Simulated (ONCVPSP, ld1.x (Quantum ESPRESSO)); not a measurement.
**Potentials for Ti compared**

Generated with ld1.x 7.5 (TM, RRKJ, ultrasoft, PAW), atompaw 4.2 or ONCVPSP 4.0.1. The cutoff is in Ry: for ld1.x and atompaw files where the sum of valence levels is converged to 10 mRy in a Bessel basis, for ONCV files where the hardest occupied wave has 1 mHa per electron of residual kinetic energy. The error is the largest all-electron minus pseudo excitation energy over each file’s own four to seven test configurations (ionisations up to +4, promotions, holes and added fractions of an electron), all of which were solved. The labels leave out finer settings (local radius, basis sizes, second energies), which also bear on the numbers. Spin-polarised tests are not counted. The rows are a selection from randomly drawn settings: files with unsolved tests, undetermined cutoffs or missed reference levels are left out.

| potential | cutoff (Ry) | largest error (meV) | bound ghosts |
| --- | --- | --- | --- |
| TM, PBEsol, scalar-relativistic, rc 2.50/2.70/2.65/2.90 (spdf), local s, core correction yes, reference 3d2 4s2 4p0 | 35 | -259 | none |
| ONCV, PBEsol, scalar-relativistic, rc 1.80/1.80/1.85 (spd), local smoothed, core correction yes, reference 3s2 3p6 3d2 4s1 4p1, qcut 7.6/8.5/8.4, projectors 2/2/1 | 53 | -1.7 | none |
| ONCV, PBE, scalar-relativistic, rc 1.80/1.45/1.45 (spd), local smoothed, core correction yes, reference 3s2 3p6 3d2 4s2, qcut 8.6/10.2/12.3, projectors 2/2/2 | 95 | +8.8 | none |
| ONCV, PBE, scalar-relativistic, rc 1.80/0.95/1.95 (spd), local smoothed, core correction yes, reference 3s2 3p6 3d2.5 4s1.5, qcut 6.3/9.9/9.4, projectors 2/2/2 | 73 | +4.7 | none |
| TM semilocal, PBE, scalar-relativistic, rc 3.15/3.50/1.60/2.85 (spdf), local p, core correction yes, reference 3d2 4s1 4p1 | 70 | -340 | none |
| PAW, LDA (PZ), scalar-relativistic, rc 1.55/1.85/2.90 (spd), local smoothed, core correction yes, reference 3s2 3p6 3d2 4s0.5 4p0 | 25 | +169 | none |
| ONCV, PBEsol, scalar-relativistic, rc 1.85/1.75/1.45/1.45 (spdf), local f, core correction no, reference 3s2 3p6 3d2 4s1.5, qcut 5.5/6.3/9.9/8.8, projectors 3/3/2/0 | 82 | -259 | none |
| ONCV, LDA (Perdew-Wang 92), scalar-relativistic, rc 1.60/1.60/2.60 (spd), local smoothed, core correction no, reference 3s2 3p6 3d2 4s0.5, qcut 7.8/8.1/5.1, projectors 3/2/1 | 41 | +2993 | none |

**Question.** Fill in the row for Ti: ONCV, PBE, scalar-relativistic, rc 1.35/1.45/1.85 (spd), local smoothed, core correction yes, reference 3s2 3p6 3d1, qcut 11.1/9.1/8, projectors 2/3/2.

**Answer.** cutoff 71 Ry, largest error +133 meV, bound ghosts: none.
